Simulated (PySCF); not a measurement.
Isomers of C6H8N2OSi, from PBE0-D3(BJ)/def2-SVP geometry optimisation, gas phase in PySCF. One conformer each, no zero-point energy, no frequencies.

Question: Which is lowest in electronic energy at this level?
A. `[N:1]#[C:2][C:3]1([C:4]#[N:5])[CH2:6][O:7][CH2:8][CH2:9][SiH2:10]1` with C2–C3–C6–O7 56°, C3–C6–O7–C8 75°, C6–O7–C8–C9 -71°, O7–C8–C9–Si10 56°: A = 1593, B = 970.6, C = 913.9 MHz, dipole 5.52 D
B. `[CH:1]#[C:2][SiH2:3][n:4]1[cH:5][n:6][cH:7][c:8]1[O:9][CH3:10]` with C2–Si3–N4–C5 0°, C7–C8–O9–C10 1°: A = 2207, B = 767.9, C = 575.7 MHz, dipole 2.91 D
C. `[CH:1]#[C:2][c:3]1[n:4][cH:5][cH:6][n:7]1[SiH2:8][O:9][CH3:10]` with C6–N7–Si8–O9 1°, N7–Si8–O9–C10 -178°: A = 1904, B = 821.8, C = 580.2 MHz, dipole 4.98 D

Answer: C. That is `C#Cc1nccn1[SiH2]OC`, 13.8 kcal/mol below the next.

```json
{"SMILES": "C#Cc1nccn1[SiH2]OC", "mapped SMILES": "[CH:1]#[C:2][c:3]1[n:4][cH:5][cH:6][n:7]1[SiH2:8][O:9][CH3:10]", "E (Eh)": "-706.65906", "relative (kcal/mol)": "0.0", "relative (kJ/mol)": "0.0", "dipole (D)": "4.98"}
{"SMILES": "N#CC1(C#N)COCC[SiH2]1", "mapped SMILES": "[N:1]#[C:2][C:3]1([C:4]#[N:5])[CH2:6][O:7][CH2:8][CH2:9][SiH2:10]1", "E (Eh)": "-706.63699", "relative (kcal/mol)": "13.8", "relative (kJ/mol)": "57.9", "dipole (D)": "5.52"}
{"SMILES": "C#C[SiH2]n1cncc1OC", "mapped SMILES": "[CH:1]#[C:2][SiH2:3][n:4]1[cH:5][n:6][cH:7][c:8]1[O:9][CH3:10]", "E (Eh)": "-706.62441", "relative (kcal/mol)": "21.7", "relative (kJ/mol)": "91.0", "dipole (D)": "2.91"}
```

As drawn, the lowest has an Si–O bond, which the highest lacks; the highest has an Si–C bond, which the lowest lacks.
